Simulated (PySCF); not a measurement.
Positional isomers: cyclohexane cyano+boryl. All species are isolated molecules in the gas phase. One relaxed conformer stands for each flexible species; it need not be the lowest. Strings in code marks are SMILES.

The HOMO from two functionals at the same geometries (PBE0-D3(BJ)/def2-SVP), both in PySCF: PBE-D3(BJ)/def2-TZVP and TPSSh-D3(BJ)/def2-TZVP. 

```json
[
 {"species": "`B[C@H]1CC[C@H](CC1)C#N`", "PBE-D3(BJ)/def2-TZVP (eV)": "-7.22", "TPSSh-D3(BJ)/def2-TZVP (eV)": "-7.82"},
 {"species": "`B[C@H]1CC[C@H](C#N)CC1`", "PBE-D3(BJ)/def2-TZVP (eV)": "-7.33", "TPSSh-D3(BJ)/def2-TZVP (eV)": "-7.92"},
 {"species": "`B[C@@H]1CCC[C@@H](C#N)C1`", "PBE-D3(BJ)/def2-TZVP (eV)": "-7.43", "TPSSh-D3(BJ)/def2-TZVP (eV)": "-8.04"},
 {"species": "`[C@H]1(C#N)CCC[C@H](C1)B`", "PBE-D3(BJ)/def2-TZVP (eV)": "-7.11", "TPSSh-D3(BJ)/def2-TZVP (eV)": "-7.74"},
 {"species": "`N#C[C@H]1CCCC[C@H]1B`", "PBE-D3(BJ)/def2-TZVP (eV)": "-7.26", "TPSSh-D3(BJ)/def2-TZVP (eV)": "-7.84"},
 {"species": "`B[C@@H]1CCCC[C@H]1C#N`", "PBE-D3(BJ)/def2-TZVP (eV)": "-7.27", "TPSSh-D3(BJ)/def2-TZVP (eV)": "-7.84"}
]
```

Over these rows, drawn at random from the members with no instability flagged (it was tested for open shells, ions and some series alone), PBE minus TPSSh-D3(BJ): mean +0.60 eV, from +0.57 eV to +0.64 eV.
